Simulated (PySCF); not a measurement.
## UHF on I(3+) (iodine, charge +3)

Configuration: [Kr] 4d10 5s2 5p2, high-spin 3P determinant. Calculation: PySCF 2.14, in aug-cc-pVQZ-DK3 (9s8p6d3f2g, 102 functions); the spin-free X2C one-electron Hamiltonian (Gaussian nucleus).

* Total energy: -7110.284343 hartree
* One-electron energy: -9690.3119 hartree
* Hartree (Coulomb) energy: 2759.6124 hartree
* Exchange energy: -179.5848 hartree
* ⟨S²⟩: 2.0072
* ⟨L²⟩: 2.020
* Sum of ⟨r⟩: 29.61 bohr
* Sum of ⟨r²⟩: 35.12 bohr²
* Traceless quadrupole moment −½Σ⟨3z² − r²⟩ along its main axis: 2.05 e·bohr²
* Langevin diamagnetic susceptibility: -27.8 ×10⁻⁶ cm³/mol

```
shell  electrons  mean orbital energy (eV)  spread (eV)  rms radius, mean of both spins (bohr)
 1s α          1                  -33360.0            0                                 0.0311
 1s β          1                  -33359.8            0                                 0.0311
 2s α          1                   -5281.6            0                                  0.127
 2s β          1                   -5281.5            0                                  0.127
 2p α          3                   -4740.5        0.049                                  0.113
 2p β          3                   -4740.4        0.132                                  0.113
 3s α          1                   -1134.7            0                                  0.334
 3s β          1                   -1134.5            0                                  0.334
 3p α          3                   -954.54        0.031                                  0.335
 3p β          3                   -954.28        0.363                                  0.335
 3d α          5                   -683.55        0.209                                  0.313
 3d β          5                   -683.45        0.316                                  0.313
 4s α          1                   -243.45            0                                  0.786
 4s β          1                   -242.94            0                                  0.786
 4p α          3                   -184.23        0.070                                  0.845
 4p β          3                   -183.65        0.844                                  0.845
 4d α          5                   -94.816        0.541                                  0.986
 4d β          5                   -94.407        0.914                                  0.986
 5s α          1                   -54.000            0                                   1.97
 5s β          1                   -48.437            0                                   1.97
 5p α          2                   -39.877            0                                   2.25
```

Densities and radii are taken from the X2C orbitals without a picture-change correction, which distorts them close to the nucleus.

Spin-orbit constants ζ (cm⁻¹) from the X2C one-electron operator on these orbitals: bare nucleus, nucleus screened by l(l+1)(2l+1)/3 electrons, and screened by the Breit-Pauli mean field of the electrons.

```
shell     bare  screened nucleus  mean field
   2p  1592000           1532000         n/a
   3p   303400            292000         n/a
   3d    46150             37440         n/a
   4p    56300             54180         n/a
   4d     6542              5307         n/a
   5p     6972              6709         n/a
```

To first order the Landé constant is A = 3354 cm⁻¹, so the lowest level has J = 0 and lies 0.832 eV below the centre of the term. This holds in LS coupling only.
